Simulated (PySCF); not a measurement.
## Frontier orbitals and the lowest excitations

Species: C2H5NOSi.
Structure used (GFN2-xTB), in Å, numbered top down from 1:
```xyz
10
C2H5NOSi angstrom
N      2.3517   -0.1544   -0.0836
C      1.2154    0.0161   -0.5915
Si    -0.3838    0.6713    0.2277
C     -1.6537   -0.7550    0.0676
O     -2.1508   -1.3197    1.0076
H      2.4348    0.0798    0.9054
H      1.1574   -0.2432   -1.6499
H     -0.8682    1.7924   -0.5781
H     -0.1636    0.9906    1.6345
H     -1.9304   -1.0733   -0.9622
```

Computed, not measured: PySCF, TDDFT B3LYP/def2-SVPD, vertical, gas phase, core orbitals frozen in the response.

Kohn–Sham orbitals with the atoms that hold most of them (Löwdin shares over 4%, at most four atoms; ? is withheld):

```tsv
orbital	ε (eV)	atoms
HOMO-3	-10.40	Si3 35%, H9 27%, H8 15%, C2 8%
HOMO-2	-9.72	N1 44%, C2 34%, Si3 7%, H8 4%
HOMO-1	-7.49	N1 31%, O5 23%, C2 11%, Si3 9%
HOMO	-6.91	?
LUMO	-2.29	?
LUMO+1	-1.30	C2 28%, N1 28%, Si3 12%, C4 10%
LUMO+2	0.18	Si3 35%, H9 12%, C2 11%, H8 10%
```

Which atoms hold the LUMO, and with what shares?

C4 (bonded to O, Si and H) 33%; O5 (bonded to C) 30%; Si3 (bonded to 2 C and 2 H) 11%; C2 (bonded to N, Si and H) 8%. By element: carbon 42%, oxygen 30%, silicon 11%.

Which atoms hold the HOMO, and with what shares?

O5 (bonded to C) 31%; N1 (bonded to C and H) 24%; C4 (bonded to O, Si and H) 13%; Si3 (bonded to 2 C and 2 H) 11%.

How does S1 compare with the orbital gap of 4.63 eV?

S1 is at 3.14 eV (f = 0.0055), 1.49 eV below the gap, made of HOMO→LUMO (78%), HOMO-1→LUMO (17%). 

One configuration dominates each of S1, S4 and S8. Which, and how do the shares of the two leading atoms of either orbital change from the occupied to the empty one?

- S1 (3.14 eV, f 0.0055), HOMO→LUMO (78%): O5 31% → 30%, N1 24% → at most 9%, C4 13% → 33%
- S4 (5.29 eV, f 0.105), HOMO-1→LUMO+1 (82%): N1 31% → 28%, O5 23% → at most 11%, C2 11% → 28%
- S8 (6.67 eV, f 0.018), HOMO-2→LUMO (85%): N1 44% → at most 9%, C2 34% → 8%, C4 at most 4% → 33%, O5 at most 4% → 30%

One conformer stands for the species.
